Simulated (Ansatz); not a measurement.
Isolated molecules relaxed with PBE0-D4/def2-TZVP in Ansatz; ΔE leaves out vibrations. CCSD(T)/CBS adds triple-zeta CCSD(T) − MP2 to the extrapolated MP2 energy (def2 sets, frozen cores). For Ga outer-core shells are correlated without core-valence functions, which leaves a few kJ/mol of doubt a bond. Scalar relativity is left out up to krypton. One conformer a species, not always the lowest.

`O[SiH]([SiH3])[GaH2]` + CH₃NH₂ → `C[NH][GaH2]` + `O[SiH2][SiH3]`  (cleavage of the Ga–Si bond)

| species | CCSD(T)/CBS(def2) energy (Eh) |
| --- | --- |
| `O[SiH]([SiH3])[GaH2]` | -2581.49785 |
| CH₃NH₂ | -95.75281 |
| `C[NH][GaH2]` | -2020.30020 |
| `O[SiH2][SiH3]` | -656.96789 |

Question: Work out ΔE.

Answer: ΔE = (-2020.30020) + (-656.96789) − (-2581.49785) − (-95.75281) = -0.01743 Eh = -45.8 kJ/mol.

Question: What do rigid-rotor, harmonic-oscillator terms from PBE0-D4/def2-TZVP frequencies (298.15 K, 1 bar) make of the CCSD(T)/CBS value? (Best estimate.)

Answer: Computed: ΔZPE = -5.1 kJ/mol, ΔH = -53.5 kJ/mol, ΔS = -12 J/(mol·K), ΔG = -49.8 kJ/mol.

Largest T1 diagnostic among the species: 0.015.

Leaving LDA and LC-ωPBE aside and taking each functional with its dispersion term where it has one, the values, not all of them listed here, spread over 17.8 kJ/mol, from B2PLYP to HSE06-D4. LDA lies −10.2 kJ/mol from PBE without D4. At CCSD(T), def2-SVP lies −12.4 kJ/mol from the extrapolated value and def2-TZVPP −1.7 kJ/mol.
